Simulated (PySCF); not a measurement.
Simulation results for CH₇AlBN, Al₂H₃O, BClH₃NSi, B₂H₄NO and others

Calculation on a computer-drawn molecule: optimised geometry and harmonic frequencies of an isolated molecule of the commonest isotopes, restricted reference for singlets and unrestricted otherwise, frozen core in MP2. Program: PySCF 2.14.0.

Common to all runs: multiplicity 1.

(1) CH₇AlBN

Start structure:
```xyz
11
CH7AlBN
C      0.2840     2.5247     1.5400
B     -0.4965     1.3284     0.8995
N      0.1168     0.2447     0.3687
Al    -2.4901     0.8714     0.4235
H      1.3526     2.3429     1.5783
H      0.0541     3.4654     1.0525
H     -0.0354     2.6164     2.5998
H      1.2395     0.0748     0.3677
H     -0.2568    -0.5665    -0.0503
H     -2.6595    -0.5588    -0.3498
H     -3.8888     1.5241     0.6689
```

It was run with charge 0, method HF and basis cc-pV(D+d)Z.

It finds rotational constants 8.035, 3.404, 2.427 GHz; total energy -363.0264 hartree; convergence status largest gradient component 1.743e-05 hartree/bohr.

Drawn bonds:
```
atom  other atom  order
   1           2      1
   2           3      1
   2           4      1
   1           5      1
   1           6      1
   1           7      1
   3           8      1
   3           9      1
   4          10      1
   4          11      1
```

Optimised structure:
```xyz
11
CH7AlBN
C      0.1578     2.4332     1.5152
B     -0.4415     1.1496     0.7855
N      0.4345     0.1521     0.3457
Al    -2.5725     0.8581     0.4304
H      1.2500     2.4193     1.6106
H     -0.1202     3.3479     0.9789
H     -0.2652     2.5391     2.5210
H      1.4273     0.2075     0.4692
H      0.1442    -0.6828    -0.1191
H     -3.1004    -0.4570    -0.3059
H     -3.6941     1.9006     0.8672
```

Modes:
```
frequency (cm⁻¹)  reduced mass (dalton)
           90.09                  1.037
           117.3                  1.058
             154                  2.259
           306.9                  3.182
           316.3                  2.177
           494.2                  2.271
           511.3                  1.617
           598.6                  1.164
           606.8                  1.255
           668.9                  1.108
             856                  1.085
           888.6                  2.062
           936.1                  1.287
           943.6                  1.497
            1200                  2.129
            1362                  3.288
            1448                  1.424
            1557                  1.051
            1563                  1.077
            1759                    1.2
            1919                   1.05
            1942                  1.034
            3141                  1.039
            3207                  1.097
            3209                  1.101
            3783                  1.052
            3892                  1.096
```

(2) Al₂H₃O

Start structure:
```xyz
6
Al2H3O
O      1.2210    -1.1523     0.9822
Al     1.6463     0.2535     0.5247
Al     0.9909     2.3503     1.8714
H      0.9972    -2.0505     1.2370
H      2.5102     0.7483    -0.7551
H      0.3588     3.2447     2.9224
```

Here we set charge 1, method HF and basis cc-pV(D+d)Z.

It finds rotational constants 17.2, 3.248, 2.732 GHz; total energy -560.2488 hartree; convergence status largest gradient component 3.852e-05 hartree/bohr.

Drawn bonds:
```
atom  other atom  order
   1           2      1
   2           3      1
   1           4      1
   2           5      1
   3           6      1
```

Optimised structure:
```xyz
6
Al2H3O
O      1.1083    -1.0179     1.1973
Al     1.7367     0.2911     0.3948
Al     0.8806     2.2449     1.9891
H      1.0887    -1.9579     1.0995
H      2.5810     0.5245    -0.8870
H      0.3291     3.3093     2.9888
```

Modes:
```
frequency (cm⁻¹)  reduced mass (dalton)
           107.8                  4.672
           331.3                   6.93
           362.8                  1.056
           406.8                   1.24
           447.2                   1.14
           491.7                  1.253
           525.5                   1.12
             636                  1.196
           943.1                   6.65
            2089                  1.046
            2110                  1.046
            4187                  1.069
```

(3) BClH₃NSi

Start structure:
```xyz
7
BClH3NSi
N     -1.7954    -2.6968    -1.1223
Si    -0.7365    -1.7925    -2.0080
B      0.9207    -2.2340    -2.7395
Cl     2.4112    -2.0320    -1.8266
H     -1.5782    -3.6314    -0.7732
H     -1.3004    -0.4258    -2.2864
H      1.1490    -2.7290    -3.8025
```

Settings of this run: charge 0, method HF and basis cc-pV(D+d)Z.

Results for BClH₃NSi: rotational constants 26.84, 1.664, 1.567 GHz; total energy -829.3056 hartree; convergence status largest gradient component 8.679e-06 hartree/bohr.

Drawn bonds:
```
atom  other atom  order
   1           2      2
   2           3      1
   3           4      1
   1           5      1
   2           6      1
   3           7      1
```

Optimised structure:
```xyz
7
BClH3NSi
N     -1.9506    -2.7079    -1.3471
Si    -0.7552    -1.7756    -1.7941
B      1.0337    -2.3655    -2.5760
Cl     2.2333    -1.1571    -3.0093
H     -1.8970    -3.7085    -1.4264
H     -0.9153    -0.3193    -1.6443
H      1.3216    -3.5077    -2.7613
```

Modes:
```
frequency (cm⁻¹)  reduced mass (dalton)
           47.85                  4.042
           145.2                   5.13
           267.4                  6.551
           443.6                  1.382
           622.4                  2.592
           718.9                  1.686
           753.6                  1.524
           838.7                  1.069
           866.1                  2.437
           913.4                  1.301
            1118                  1.463
            1210                   6.14
            2362                  1.043
            2771                  1.094
            3809                  1.078
```

(4) B₂H₄NO

Start structure:
```xyz
8
B2H4NO
B     -0.8313    -1.1971     0.4800
O     -0.4770    -1.8628    -0.5586
B     -0.2100    -2.5368    -1.5821
N      0.1564    -3.2525    -2.7079
H     -0.1089    -0.1976     0.7912
H     -1.7732    -1.5381     1.0367
H     -0.4141    -3.9671    -2.9967
H      0.9321    -3.0505    -3.2554
```

Settings of this run: charge 1, method HF and basis cc-pVDZ.

Drawn bonds:
```
atom  other atom  order
   1           2      1
   2           3      1
   3           4      1
   1           5      1
   1           6      1
   4           7      1
   4           8      1
```

(5) Cl₂HNSi

Start structure:
```xyz
5
Cl2HNSi
N     -0.9766    -2.5018    -1.7481
Si    -0.9228    -0.9861    -2.0731
Cl     0.3733     0.0743    -3.2162
Cl    -2.2875     0.2884    -1.3209
H     -0.3395    -3.2000    -2.0799
```

Here we set charge 0, method MP2 and basis cc-pV(D+d)Z.

Drawn bonds:
```
atom  other atom  order
   1           2      2
   2           3      1
   2           4      1
   1           5      1
```

Question: What total energy does the calculation give for B₂H₄NO (entry 4)?
Answer: -180.8733 hartree

Question: Estimate the total energy of Cl₂HNSi (entry 5).
Answer: -1263.5772 hartree

Further results for B₂H₄NO (entry 4):

| Item | Value |
| --- | --- |
| rotational constants | 134.6, 3.733, 3.632 GHz |
| convergence status largest gradient component | 1.968e-05 hartree/bohr |

Optimised structure:
```xyz
8
B2H4NO
B     -0.8350    -1.1325     0.5431
O     -0.4847    -1.8898    -0.6175
B     -0.1823    -2.5424    -1.6237
N      0.1432    -3.2459    -2.7074
H     -0.1090    -0.2349     0.7985
H     -1.8084    -1.4950     1.1078
H     -0.3995    -4.0313    -3.0246
H      0.9498    -3.0306    -3.2689
```

Modes:
```
frequency (cm⁻¹)  reduced mass (dalton)
           70.28                  4.691
           81.12                  3.328
           223.1                  1.008
           389.9                  2.788
           495.3                  4.125
           534.2                  1.453
           751.3                  4.711
           991.6                  1.566
            1027                  1.269
            1109                  1.314
            1257                  6.545
            1305                   1.11
            1664                  1.146
            2107                  11.17
            2798                  1.039
            2945                  1.145
            3735                  1.051
            3838                  1.099
```

Further results for Cl₂HNSi (entry 5):

| Property | Result |
| --- | --- |
| rotational constants | 4.658, 2.658, 1.692 GHz |
| convergence status largest gradient component | 3.808e-05 hartree/bohr |

Optimised structure:
```xyz
5
Cl2HNSi
N     -1.0230    -2.5433    -1.7065
Si    -0.9171    -0.9899    -2.0766
Cl     0.3853     0.0803    -3.2260
Cl    -2.2862     0.2931    -1.3227
H     -0.3120    -3.1654    -2.1064
```

Modes:
```
frequency (cm⁻¹)  reduced mass (dalton)
           201.1                  20.96
           249.9                  20.61
           252.1                  5.189
           496.2                   23.2
           583.6                  1.094
           614.3                  3.762
           697.5                  1.859
            1142                  6.841
            3578                  1.077
```
